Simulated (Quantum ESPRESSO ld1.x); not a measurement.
Results of a calculation; reference values are marked as such.
Problem. Hf III, 70 electrons, occupied as [Kr] 4d10 4f14 5s1 5p6 5d2 6p1 (not the ground configuration). Level of theory: scalar-relativistic Kohn-Sham, rPW86 exchange with PBE correlation, spin-unpolarised, spherical densities, point nucleus (ld1.x of Quantum ESPRESSO 7.5). Some entries of the table are withheld. Estimate them.

orbital  occ.  eigenvalue (hartree)  <1/r> (bohr^-1)
1s          2                   (1)            83.87
2s          2              -411.271              (2)
2p          6              -361.125            17.85
3s          2              -94.4039            7.246
3p          6              -79.4180            6.715
3d         10              -61.7025              (3)
4s          2              -19.7422            3.064
4p          6              -14.8296            2.790
4d         10              -8.47786            2.474
5s          1              -3.28956            1.184
5p          6              -2.10707           0.9958
4f         14              -1.48160            1.930
5d          2              -0.78612              (4)
6p          1                   (5)              (6)

Solution. 
(1) 1s eigenvalue (hartree): -2400.94
(2) 2s <1/r> (bohr^-1): 19.58
(3) 3d <1/r> (bohr^-1): 6.350
(4) 5d <1/r> (bohr^-1): 0.6611
(5) 6p eigenvalue (hartree): -0.52214
(6) 6p <1/r> (bohr^-1): 0.3606
